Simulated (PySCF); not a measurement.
A structure optimised at PBE0-D3(BJ)/def2-SVP, used in a PySCF frequency run:

```xyz
11

Si     0.0658    -0.8719    -0.6813
Ge     1.9031     0.5156    -0.0670
Ge    -1.9329    -0.1200     0.3762
H      0.3470    -2.2844    -0.2740
H     -0.1114    -0.8383    -2.1672
H      1.6259     1.9718    -0.4856
H      2.1032     0.4799     1.4598
H      3.2053     0.0491    -0.7442
H     -3.1368    -0.9949    -0.0205
H     -2.2286     1.3360    -0.0307
H     -1.7709    -0.1721     1.9072
```

Q: Write its SMILES and formula.

A: [GeH3][SiH2][GeH3], Ge2H8Si

Q: What are its rotational constants (standard atomic weights)?

A: 7.5569, 0.83926, 0.77686 GHz
